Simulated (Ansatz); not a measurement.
Spectroscopic constants of ZnH, multiplicity 2 (the spin of the measured ground state). No spin–orbit coupling. Zn is treated without relativity.

Seven points along R, fitted to fifth degree in 1/R; most abundant isotopes. In def2 and cc sets the state is the lowest found near the PBE0 minimum, followed along R.

The values were computed with Ansatz (Gaussian orbitals). Each number belongs to the level named beside it.

Energies at wB97M-V/def2-TZVPP:

```
R (Å)        E (hartree)
--------  --------------
1.498157  -1779.82791135
1.538430  -1779.82929881
1.575482  -1779.82990711
1.617366  -1779.82995519
1.659250  -1779.82944495
1.707577  -1779.82830079
1.763960  -1779.82638762
```

**Question.** With a reduced mass of 0.9922 u, find the minimum, the force constant and the constants.

**Answer.** A fifth-degree polynomial in 1/R puts the minimum at r_e = 1.5994 Å with force constant 151 N/m. Then ω_e = (1/2πc)√(k/μ) = 1608 cm⁻¹ and B_e = h/(8π²cμr_e²) = 6.642 cm⁻¹; the cubic and quartic terms give α_e = 0.26 and ω_e x_e = 43 cm⁻¹.

Ansatz is a first-principles code.
